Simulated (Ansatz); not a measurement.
Diatomic Be2-, multiplicity 4 (an upper state: multiplicity 2 came lower at CCSD(T)/def2-TZVPP on PBE0 minima).

Seven points along R, fitted to fifth degree in 1/R; most abundant isotopes. Runs in def2 and cc sets follow the lowest solution found near the PBE0 minimum.

Correlated levels freeze the inner cores; with def2 sets outer-core shells near the valence are correlated too.

Programs: Ansatz (Gaussian orbitals). Each number belongs to the level named beside it.

Energies at CCSD/def2-TZVPP:

```
R (Å)      E (hartree)
--------  ------------
1.883724  -29.27136199
1.934362  -29.27402550
1.980949  -29.27555992
2.033612  -29.27639319
2.086275  -29.27641613
2.147041  -29.27560782
2.217933  -29.27375428
```

Question: With a reduced mass of 4.5061 u, find the minimum, the force constant and the constants.

Answer: A fifth-degree polynomial in 1/R puts the minimum at r_e = 2.0612 Å with force constant 116 N/m. Then ω_e = (1/2πc)√(k/μ) = 661 cm⁻¹ and B_e = h/(8π²cμr_e²) = 0.8806 cm⁻¹; the cubic and quartic terms give α_e = 0.0094 and ω_e x_e = 4.6 cm⁻¹.

Ansatz is a first-principles code.
